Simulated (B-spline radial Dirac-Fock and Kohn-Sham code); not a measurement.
Binding energies of Gd at several levels of theory

System: atomic gadolinium, configuration 1s2 2s2 2p6 3s2 3p6 3d10 4s2 4p6 4d10 4f5 5s2 5p6 5d3 6s2 (not the ground configuration).

The density-functional columns are spherical, spin-unpolarised Dirac-Kohn-Sham results without Breit or QED terms: −ε is minus the orbital energy of the initial state and ΔSCF the difference of two total energies. The reference in the last column comes from Dirac-Fock ΔSCF + Breit + QED. All numbers are from a radial finite-basis atomic code, in eV; a selection of levels is shown. The Kohn-Sham columns are given as differences from the reference. For the 1s level of heavy atoms much of the gap between ΔSCF and the reference is the Breit and QED part, -215.7 eV here; for other levels the error of the functional can be larger.

```csv
level,LDA −ε − DF,LDA ΔSCF − DF,Dirac-Fock
1s,-254.9,+202.0,50265.2
2s,-143.3,-60.7,8412.1
2p1/2,-105.0,-0.1,7961.0
2p3/2,-112.3,-18.1,7273.4
3s,-72.0,-46.8,1919.9
3p1/2,-57.0,-30.3,1725.4
3p3/2,-56.0,-31.1,1582.1
3d3/2,-35.7,-6.4,1250.3
3d5/2,-36.4,-7.8,1220.0
4s,-34.4,-23.6,419.6
4p1/2,-27.0,-16.3,342.1
4p3/2,-27.0,-16.7,309.8
4d3/2,-13.5,-3.7,180.5
4d5/2,-13.6,-3.9,174.6
4f,-5.8,+2.7,28.53
5s,-9.6,-3.8,66.48
5p1/2,-5.3,+0.1,41.68
5p3/2,-5.3,-0.2,36.70
5d,-2.7,+1.2,7.49
6s,-0.9,+1.9,5.71
```

Values without a named source are computed, but for edge energies of neutral atoms, which are taken from tables.
